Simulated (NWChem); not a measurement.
System: CH₅NTe; SMILES N[Te]C

The following NWChem deck was run.

```
start job
memory heap 200 mb stack 900 mb global 1100 mb
geometry units angstroms noautoz
  Te     0.333932     0.040808     0.000000
  C     -0.950895    -1.697507     0.000000
  H     -1.575325    -1.713976    -0.902888
  H     -1.575325    -1.713976     0.902888
  H     -0.294254    -2.580343     0.000000
  N     -1.049925     1.542602     0.000000
  H     -1.640870     1.502379     0.828117
  H     -1.640870     1.502379    -0.828117
end
basis spherical
  Te library def2-svp
  C library def2-svp
  H library def2-svp
  N library def2-svp
end
ecp
  Te library def2-ecp
end
dft
  xc r2scan
  grid coarse
  iterations 150
  mulliken
end
task dft gradient
```

Parts of the log:

```
             Northwest Computational Chemistry Package (NWChem) 7.3.0
             --------------------------------------------------------

 CS  symmetry detected

                             Geometry "geometry" -> ""
                             -------------------------

 Output coordinates in angstroms (scale by  1.889725989 to convert to a.u.)

  No.       Tag          Charge          X              Y              Z
 ---- ---------------- ---------- -------------- -------------- --------------
    1 Te                  52.0000     0.36910028     0.03900393     0.00000000
    2 C                    6.0000    -0.94214903    -1.67946769     0.00000000
    3 H                    1.0000    -1.56675782    -1.68638953    -0.90288800
    4 H                    1.0000    -1.56675782    -1.68638953     0.90288800
    5 H                    1.0000    -0.29908006    -2.57223816     0.00000000
    6 N                    7.0000    -0.99163813     1.56177653     0.00000000
    7 H                    1.0000    -1.58312894     1.53059160     0.82811700
    8 H                    1.0000    -1.58312894     1.53059160    -0.82811700

 Effective nuclear repulsion energy (a.u.)     251.9774572939

      Symmetry information
      --------------------

 Group name             Cs
 Group number              2
 Group order               2
 No. of unique centers     6

                                 NWChem DFT Module
                                 -----------------

 Summary of "ao basis" -> "ao basis" (spherical)
 ------------------------------------------------------------------------------
       Tag                 Description            Shells   Functions and Types
 ---------------- ------------------------------  ------  ---------------------
 Te                         def2-svp                10       26   4s4p2d
 C                          def2-svp                 6       14   3s2p1d
 H                          def2-svp                 3        5   2s1p
 N                          def2-svp                 6       14   3s2p1d

      Symmetry analysis of basis
      --------------------------

        a'         52
        a"         27

            General Information
            -------------------
          SCF calculation type: DFT
          Wavefunction type:  closed shell.
          No. of atoms     :     8
          No. of electrons :    42
           Alpha electrons :    21
            Beta electrons :    21
          Charge           :     0
          Spin multiplicity:     1
          Use of symmetry is: on ; symmetry adaption is: on
          Maximum number of iterations: 150
          AO basis - number of functions:    79
                     number of shells:    37
          Convergence on energy requested:  1.00D-06
          Convergence on density requested:  1.00D-05
          Convergence on gradient requested:  5.00D-04

              XC Information
              --------------
                      r^2SCAN Method XC Functional
               r^2SCAN metaGGA Exchange Functional  1.000
                     r^2SCAN Correlation Potential  1.000

             Grid Information
             ----------------
          Grid used for XC integration:  coarse
          Radial quadrature: Mura-Knowles
          Angular quadrature: Lebedev.
          Tag              B.-S. Rad. Rad. Pts. Rad. Cut. Ang. Pts.
          ---              ---------- --------- --------- ---------
          Te                  1.40      104           8.0       302
          C                   0.70       35           9.0       302
          H                   0.35       35          11.0       302
          N                   0.65       35          11.0       302
          Grid pruning is: on
          Number of quadrature shells:   279
          Spatial weights used:  Erf1

      Superposition of Atomic Density Guess
      -------------------------------------

 Sum of atomic energies:        -405.58910557

      Non-variational initial energy
      ------------------------------

 Total energy =    -362.458507
 1-e energy   =    -856.309072
 2-e energy   =     361.508828
 HOMO         =      -0.221053
 LUMO         =      -0.015504

      Symmetry analysis of molecular orbitals - initial
      -------------------------------------------------

  Numbering of irreducible representations:

     1 a'          2 a"

  Orbital symmetries:

     1 a'          2 a'          3 a'          4 a'          5 a'
     6 a"          7 a'          8 a'          9 a'         10 a"
    11 a"         12 a'         13 a'         14 a'         15 a"
    16 a'         17 a"         18 a'         19 a'         20 a'
    21 a"         22 a'         23 a'         24 a'         25 a'
    26 a"         27 a'         28 a"         29 a'         30 a'
    31 a"

     ---------------------------------------------
      Total Density - Mulliken Population Analysis
     ---------------------------------------------

    Atom       Charge   Shell Charges
 -----------   ------   -------------------------------------------------------
    1 Te  24    23.71   1.77  0.27  1.20  0.63  2.89  3.15  1.93  1.77  9.85  0.26
    2 C    6     6.42   1.99  0.95  0.31  1.96  1.19  0.02
    3 H    1     0.88   0.67  0.19  0.03
    4 H    1     0.88   0.67  0.19  0.03
    5 H    1     0.87   0.66  0.19  0.03
    6 N    7     7.70   1.99  1.04  0.51  2.43  1.73  0.01
    7 H    1     0.77   0.60  0.12  0.04
    8 H    1     0.77   0.60  0.12  0.04

   convergence    iter        energy       DeltaE   RMS-Dens  Diis-err
 ---------------- ----- ----------------- --------- --------- ---------
 d= 0,ls=0.0,diis     1   -363.8011412836 -4.96D+02  1.09D-02  2.46D-01
 d= 0,ls=0.0,diis     2   -363.7938186720  7.32D-03  7.80D-03  2.81D-01
 d= 0,ls=0.0,diis     3   -363.8185589514 -2.47D-02  2.85D-03  9.48D-02
 d= 0,ls=0.0,diis     4   -363.8308424916 -1.23D-02  5.07D-04  1.47D-03
 d= 0,ls=0.0,diis     5   -363.8310384851 -1.96D-04  1.16D-04  5.11D-05
  Resetting Diis
 d= 0,ls=0.0,diis     6   -363.8310452934 -6.81D-06  3.75D-05  4.17D-06
 d= 0,ls=0.0,diis     7   -363.8310457633 -4.70D-07  3.22D-05  1.32D-06
 d= 0,ls=0.0,diis     8   -363.8310453168  4.46D-07  2.00D-05  4.34D-06
 d= 0,ls=0.0,diis     9   -363.8310459725 -6.56D-07  1.00D-06  5.42D-09

         Total DFT energy =     -363.831045972520
      One electron energy =     -859.315707409334
           Coulomb energy =      398.140270783338
    Exchange-Corr. energy =      -34.997346364946
 Nuclear repulsion energy =      132.341737018422

 Numeric. integr. density =       41.999960493916

                  Occupations of the irreducible representations
                  ----------------------------------------------

                     irrep           alpha         beta
                     --------     --------     --------
                     a'               15.0         15.0
                     a"                6.0          6.0

                       DFT Final Molecular Orbital Analysis
                       ------------------------------------

 Vector   19  Occ=2.000000D+00  E=-2.862702D-01  Symmetry=a'
              MO Center=  1.7D-02,  1.5D-02, -1.3D-14, r^2= 3.3D+00
   Bfn.  Coefficient  Atom+Function         Bfn.  Coefficient  Atom+Function
  ----- ------------  ---------------      ----- ------------  ---------------
    11      0.432693  1 Te px                14      0.267571  1 Te px
     3      0.250701  1 Te s                  4      0.249881  1 Te s
    60     -0.249743  6 N  py                30     -0.210340  2 C  px
    63      0.199193  6 N  py                 8     -0.173387  1 Te px
    31     -0.169161  2 C  py                 5     -0.135741  1 Te px

 Vector   20  Occ=2.000000D+00  E=-2.272045D-01  Symmetry=a'
              MO Center= -8.3D-01,  1.1D+00, -1.0D-15, r^2= 2.5D+00
   Bfn.  Coefficient  Atom+Function         Bfn.  Coefficient  Atom+Function
  ----- ------------  ---------------      ----- ------------  ---------------
    60      0.428900  6 N  py                63     -0.364303  6 N  py
    59      0.267618  6 N  px                58     -0.219390  6 N  s
    62     -0.215461  6 N  px                31     -0.200933  2 C  py
    29     -0.179039  2 C  s                 57     -0.169647  6 N  s
    12      0.139210  1 Te py                 4      0.130497  1 Te s

 Vector   21  Occ=2.000000D+00  E=-1.814033D-01  Symmetry=a"
              MO Center=  2.9D-01,  8.3D-03, -8.1D-16, r^2= 2.6D+00
   Bfn.  Coefficient  Atom+Function         Bfn.  Coefficient  Atom+Function
  ----- ------------  ---------------      ----- ------------  ---------------
    13      0.591139  1 Te pz                16      0.573256  1 Te pz
    10     -0.232631  1 Te pz                 7     -0.180691  1 Te pz
    41      0.092358  3 H  s                 46     -0.092358  4 H  s
    70     -0.085675  7 H  s                 75      0.085675  8 H  s
    42      0.083010  3 H  s                 47     -0.083010  4 H  s

[...]

                         DFT ENERGY GRADIENTS

    atom               coordinates                        gradient
                 x          y          z           x          y          z
   1 Te      0.697498   0.073707   0.000000   -0.004434   0.000144   0.000000
   2 C      -1.780404  -3.173734   0.000000    0.001684   0.002495   0.000000
   3 H      -2.960743  -3.186814  -1.706211    0.000222   0.000076   0.000364
   4 H      -2.960743  -3.186814   1.706211    0.000222   0.000076  -0.000364
   5 H      -0.565179  -4.860825   0.000000   -0.000098   0.000386   0.000000
   6 N      -1.873924   2.951330   0.000000    0.000327  -0.004027   0.000000
   7 H      -2.991680   2.892399   1.564914    0.001038   0.000425  -0.001169
   8 H      -2.991680   2.892399  -1.564914    0.001038   0.000425   0.001169
```

Level: r2SCAN/def2-SVP with def2 effective core potentials on Te. Geometry: optimised at PBE0/def2-SVP. def2 effective core potentials on Te; no spin-orbit coupling.
